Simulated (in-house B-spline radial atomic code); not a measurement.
Checks on a self-consistent run for Pm²⁺, [He] 2s2 (2p1/2)1 (2p3/2)4 3s2 3p6 3d10 4s2 4p6 4d10 4f5 5s2 5p6 6s1. Method: Dirac-Hartree-Fock, average of the jj configuration, Fermi nucleus of rms radius 4.962 fm. Calculated with a B-spline radial code for spherical atoms.

```json
{"orbital": "1s1/2", "q": "2", "ε (Eh)": "-1681.08081", "<1/r>": "67.4549", "<r²>": "0.000730193", "small-component weight": "0.051359"}
{"orbital": "2s1/2", "q": "2", "ε (Eh)": "-281.67181", "<1/r>": "16.0996", "<r²>": "0.011361", "small-component weight": "0.011384"}
{"orbital": "2p1/2", "q": "1", "ε (Eh)": "-268.26052", "<1/r>": "15.992", "<r²>": "0.00840518", "small-component weight": "0.011319"}
{"orbital": "2p3/2", "q": "4", "ε (Eh)": "-246.77607", "<1/r>": "14.3836", "<r²>": "0.0094961", "small-component weight": "0.010662"}
{"orbital": "3s1/2", "q": "2", "ε (Eh)": "-64.53892", "<1/r>": "5.90743", "<r²>": "0.0751556", "small-component weight": "0.0036289"}
{"orbital": "3p1/2", "q": "2", "ε (Eh)": "-57.99371", "<1/r>": "5.85508", "<r²>": "0.0702812", "small-component weight": "0.0036122"}
{"orbital": "3p3/2", "q": "4", "ε (Eh)": "-53.79888", "<1/r>": "5.39822", "<r²>": "0.0770054", "small-component weight": "0.0033614"}
{"orbital": "3d3/2", "q": "4", "ε (Eh)": "-42.63219", "<1/r>": "5.2677", "<r²>": "0.0616861", "small-component weight": "0.0032333"}
{"orbital": "3d5/2", "q": "6", "ε (Eh)": "-41.81956", "<1/r>": "5.17333", "<r²>": "0.0633451", "small-component weight": "0.0031888"}
{"orbital": "4s1/2", "q": "2", "ε (Eh)": "-14.32371", "<1/r>": "2.44287", "<r²>": "0.383817", "small-component weight": "0.0011181"}
{"orbital": "4p1/2", "q": "2", "ε (Eh)": "-11.72177", "<1/r>": "2.34395", "<r²>": "0.40618", "small-component weight": "0.0010545"}
{"orbital": "4p3/2", "q": "4", "ε (Eh)": "-10.78236", "<1/r>": "2.20686", "<r²>": "0.440938", "small-component weight": "0.0009845"}
{"orbital": "4d3/2", "q": "4", "ε (Eh)": "-6.41402", "<1/r>": "1.9894", "<r²>": "0.511294", "small-component weight": "0.00082725"}
{"orbital": "4d5/2", "q": "6", "ε (Eh)": "-6.25801", "<1/r>": "1.95768", "<r²>": "0.524249", "small-component weight": "0.00081081"}
{"orbital": "4f5/2", "q": "2.1429", "ε (Eh)": "-1.31589", "<1/r>": "1.47768", "<r²>": "0.947782", "small-component weight": "0.00049301"}
{"orbital": "4f7/2", "q": "2.8571", "ε (Eh)": "-1.29452", "<1/r>": "1.46444", "<r²>": "0.966605", "small-component weight": "0.00048602"}
{"orbital": "5s1/2", "q": "2", "ε (Eh)": "-2.67550", "<1/r>": "0.931769", "<r²>": "2.23716", "small-component weight": "0.00022987"}
{"orbital": "5p1/2", "q": "2", "ε (Eh)": "-1.85306", "<1/r>": "0.835002", "<r²>": "2.75936", "small-component weight": "0.00019008"}
{"orbital": "5p3/2", "q": "4", "ε (Eh)": "-1.71361", "<1/r>": "0.789231", "<r²>": "3.02728", "small-component weight": "0.00017284"}
{"orbital": "6s1/2", "q": "1", "ε (Eh)": "-0.65594", "<1/r>": "0.349305", "<r²>": "14.22", "small-component weight": "3.8189e-05"}
```

Electron-electron repulsion V_ee = 3518.9450 hartree.

(1) What total energy follows from the eigenvalues?

(2) Does the Dirac virial theorem hold?

(3) What diamagnetic shielding (Lamb formula) and susceptibility (Langevin formula) do the radii give?

## Answers

(1) The eigenvalues count the repulsion twice, so E = Σqε - V_ee = -6244.087 - 3518.945 = -9763.032 hartree; the run printed -9763.032.

(2) For a point nucleus E = -2c²Σq·w, with w the small-component weight. Here Σq·w = 0.25992 and c = 137.0360, so the ratio E/(-2c²Σq·w) is 1.000108; the finite nucleus accounts for the departure from 1.

(3) σ = (α²/3)Σq<1/r> = 390.359/(3·137.036²) = 6929.1 ppm, and χ = -0.79199×10⁻⁶·Σq<r²> = -40.35×10⁻⁶ cm³/mol with Σq<r²> = 50.946 bohr². Both are non-relativistic formulas without the paramagnetism of open shells; for so heavy an element the full relativistic shielding is larger by tens of per cent.
